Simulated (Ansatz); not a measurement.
Basis-set series for C4H8O2Si (`C=C[Si](O)(O)C=C`). The species carries charge 0 and has multiplicity 1. Geometry: relaxed with PBE0-D4/def2-TZVP. It is one conformer, not always the lowest.

```json
{"functional": "PBE0-D4", "basis": "def2-SVP", "functions": "142", "energy (Eh)": "-596.44906", "HOMO (eV)": "-7.69", "LUMO (eV)": "-0.55"}
{"functional": "PBE0-D4", "basis": "def2-TZVPP", "functions": "340", "energy (Eh)": "-596.92344", "HOMO (eV)": "-7.77", "LUMO (eV)": "-0.76"}
{"functional": "ωB97M-V", "basis": "def2-SVP", "functions": "142", "energy (Eh)": "-596.76921", "HOMO (eV)": "-9.90", "LUMO (eV)": "1.63"}
{"functional": "ωB97M-V", "basis": "def2-TZVPP", "functions": "340", "energy (Eh)": "-597.25705", "HOMO (eV)": "-9.99", "LUMO (eV)": "1.32"}
```

(1) Give the rows for def2-QZVPP. (An estimate is asked.)

Results:

(1) Ansatz gave: 
```tsv
functional	basis	functions	energy (Eh)	HOMO (eV)	LUMO (eV)
PBE0-D4	def2-QZVPP	652	-596.95103	-7.79	-0.81
ωB97M-V	def2-QZVPP	652	-597.28297	-10.01	1.21
```

Positive LUMOs are unbound and depend on the basis.
